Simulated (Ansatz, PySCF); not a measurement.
Species: C$_{2}$H$_{3}$N (charge 0, singlet). 
Geometry from a B3LYP-D3(BJ)/def2-TZVP (Ansatz, a quantum-chemistry and plane-wave program) optimisation:
```xyz
6

C     -1.1048     0.0069    -0.0265
N      0.3127    -0.0019     0.0075
C      1.4768    -0.0092     0.0354
H     -1.4600    -0.6890    -0.7861
H     -1.4990    -0.2921     0.9445
H     -1.4620     1.0085    -0.2642
```
Charge 0, spin multiplicity 1.

Dipole moments at this geometry, in debye (magnitudes).

```csv
level,program,dipole (D)
SVWN5/def2-TZVPD,Ansatz,4.09
BP86/def2-TZVPD,PySCF,___
PBE0/def2-TZVPD,Ansatz,3.90
PW6B95/def2-TZVPD,PySCF,3.85
M06-2X/def2-TZVPD,PySCF,3.83
CCSD(T)/aug-cc-pVDZ,Ansatz,___
```

What belongs in the gaps?


- BP86/def2-TZVPD, dipole (D): 3.97
- CCSD(T)/aug-cc-pVDZ, dipole (D): 3.93

Measured: 3.85 D (NIST CCCBDB, as tabulated in the package chemicals), a vibrational average. This is an older compilation, not checked against later work.
